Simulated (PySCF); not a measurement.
A family of related molecules: H3E-E'H3. All species are isolated molecules in the gas phase. Strings in code marks are SMILES.

All values below come from B3LYP-D3(BJ)/def2-TZVP (PySCF). All candidates: neutral, multiplicity 1. B3LYP has the VWN-RPA correlation part, as in Gaussian. Excitations are Tamm–Dancoff values on a coarser integration grid. The basis has no diffuse functions, so Rydberg states are missing or too high.

```yaml
brightest of the four lowest singlets (TDA): 6.37 eV
S1 excitation (TDA): 6.37 eV
LUMO: -0.97 eV
```

Task: Say which member has these values.
A) `[GeH3][GeH3]`
B) `[SnH3][SnH3]`
C) `[CH3][SnH3]`
D) `[GeH3][SnH3]`

Result: B, `[SnH3][SnH3]`. The others give `[GeH3][GeH3]`: 7.64 eV, 7.60 eV, 0.00 eV; `[CH3][SnH3]`: 7.52 eV, 7.52 eV, -0.02 eV; `[GeH3][SnH3]`: 6.92 eV, 6.92 eV, -0.53 eV
